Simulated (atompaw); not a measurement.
# Au (Z = 79): PAW (atompaw) pseudisation with PBE, scalar-relativistic reference atom.

atompaw 4.2.0.5 input, output lines left out:

```
Au 79
GGA-PBE scalarrelativistic loggrid 2001 logderivrange -10 5 376
6 6 5 4 0 0
6 0 1
6 1 0
0 0 0
c
c
c
c
v
v
c
c
c
v
v
c
c
v
c
2
2.20 2.15 2.00 2.10
n
n
y
3
n
custom rrkj gramschmidtortho sinc
3 0 vpsmatchnc
1.55
2.20
1.70
1.50
2.20
2.20
```

All-electron outer shells of the reference configuration (PBE, scalar-relativistic, ld1.x):

| shell | level (eV) | outermost node (bohr) | outermost maximum (bohr) |
| --- | --- | --- | --- |
| 4d | -325.90 | 0.20 | 0.41 |
| 5s | -108.37 | 0.48 | 0.84 |
| 4f | -81.12 | – | 0.37 |
| 5p | -59.78 | 0.52 | 0.96 |
| 5d | -6.88 | 0.56 | 1.21 |
| 6s | -5.76 | 1.11 | 2.32 |
| 6p | -0.77 | 1.32 | 3.64 |

Problem. Estimate the cutoffs (Ry, on a coarse ladder) from which the occupation-weighted sum of valence levels, in a spherical-Bessel basis at the reference potential, stays within 10 and 1 mRy of its value at 400 Ry.

Solution. 35 Ry and 55 Ry.

Problem. Does the potential have ghost states?

Solution. No extra level below or beside the all-electron valence levels (s, p, d, f tested).

Problem. Is the overlap operator S = 1 + Σ q|β⟩⟨β| positive definite (Bessel basis up to 400 Ry)?

Solution. Yes: its lowest eigenvalue is 0.12 (p channel).
